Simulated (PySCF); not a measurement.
AsH₄In, SMILES [InH2][AsH2].

Coordinates come from a r2SCAN-D4/def2-TZVP optimisation. The def2 effective core potentials stand for the cores of In; spin–orbit coupling is left out.

Computed with PySCF 2.14.0 with C-PCM-B3LYP/def2-SVP.

The values are the electrostatic part of the solvation free energy, E(continuum) − E(gas) at the gas-phase geometry, in a cavity of scaled van der Waals radii (PySCF's table); cavitation and dispersion terms are not included. A continuum can't describe solvent molecules that bind to the metal. In vacuum the orbital gap is 4.64 eV. The dipole moment in vacuum is 0.45 D.

| solvent | ε | ΔG(elec) (kcal/mol) | dipole (D) | gap (eV) |
|---|---|---|---|---|
| water | 78.36 | -3.2 | 0.75 | 4.97 |
| dichloromethane | 8.93 | -2.9 | 0.71 | 4.93 |
| acetonitrile | 35.69 | -3.2 | 0.74 | 4.97 |
